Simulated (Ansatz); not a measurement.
System: C₆H₁₂S, charge 0, multiplicity 1. 
Structure (B3LYP-D3(BJ)/def2-TZVP (Ansatz, a program for electronic structure) minimum search):
```xyz
19

C     -2.1505    -0.7092     0.2910
C     -1.8717     0.7591    -0.0308
C     -0.4356     1.1514     0.3292
C      0.5787     0.2318    -0.3504
C      0.3035    -1.2373    -0.0302
C     -1.1338    -1.6258    -0.3896
S      2.3115     0.7146     0.0040
H     -2.0982    -0.8562     1.3756
H     -3.1653    -0.9775    -0.0124
H     -2.0337     0.9312    -1.1007
H     -2.5749     1.4068     0.4982
H     -0.2362     2.1882     0.0550
H     -0.2999     1.0803     1.4140
H      0.5099     0.3735    -1.4340
H      1.0197    -1.8705    -0.5556
H      0.4669    -1.3980     1.0412
H     -1.2618    -1.5633    -1.4760
H     -1.3142    -2.6678    -0.1148
H      2.2600     0.4992     1.3300
```

Total electronic energies in hartree. Correlated levels leave the core frozen unless marked. Spin-orbit coupling is left out. No relativistic terms. Basis-set limits of correlation are two-point, X^-3; Hartree-Fock from the larger set. The bracket is a focal-point correction in the basis named.

| level | program | energy (Eh) |
|---|---|---|
| SVWN5/def2-TZVPD | Ansatz | [?] |
| BHLYP-D3(BJ)/def2-TZVPD | Ansatz + dftd3 | -634.03213 |
| r2SCANh/def2-TZVPD | Ansatz | -633.98011 |
| r2SCAN0-D4/def2-TZVPD | Ansatz + dftd4 | -633.97478 |
| CAM-B3LYP-D3(BJ)/def2-TZVPD | Ansatz + dftd3 | -634.04769 |
| CAM-B3LYP/def2-TZVPD | Ansatz | -634.03276 |
| CCSD/STO-3G | Ansatz | -625.08624 |
| CCSD/aug-cc-pV(D+d)Z | Ansatz | -632.88958 |
| RI-MP2/CBS(aug-cc-pV(T+d)Z,aug-cc-pV(Q+d)Z)+[CCSD(T)-MP2]/aug-cc-pV(T+d)Z | Ansatz | -633.3324 |

Problem. Some entries are withheld; supply them.

Solution. 
- SVWN5/def2-TZVPD, energy (Eh): -630.58476
